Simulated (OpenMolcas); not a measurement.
# How basis sets differ on SiCl3O (SMILES [O][Si](Cl)(Cl)Cl)

SiCl3O: 5 atoms, total charge 0, spin state doublet. SMILES: `[O][Si](Cl)(Cl)Cl`. Geometry: relaxed at PBE0-D4/def2-TZVP.

```
atom    x (Å)    y (Å)    z (Å)
   O   0.8150  -1.0708   1.0393
  Si   0.0386  -0.0188   0.0410
  Cl  -1.5365   0.8556   0.9505
  Cl  -0.5428  -1.2655  -1.4387
  Cl   1.2756   1.4259  -0.6336
```

Each level gives the dipole moment (D). The values are calculated.

| level | kind | program | value (D) | CPU time |
| --- | --- | --- | --- | --- |
| ROHF/ANO-RCC-MB (DKH2) | Hartree–Fock | OpenMolcas | 0.27 | 9.2 s |
| UHF/3-21G | Hartree–Fock | OpenMolcas | 0.35 | 12 s |
| ROHF/ANO-S-VDZP (RICD fitting) | Hartree–Fock | OpenMolcas | 0.81 | 13 s |
| UHF/def2-SVP | Hartree–Fock | OpenMolcas | 0.72 | 23 s |

The values span 0.27 to 0.81 D. Magnitudes only. Sets without polarisation functions give poor dipoles. CPU times are rough (shared hosts, several kinds of processor and program).
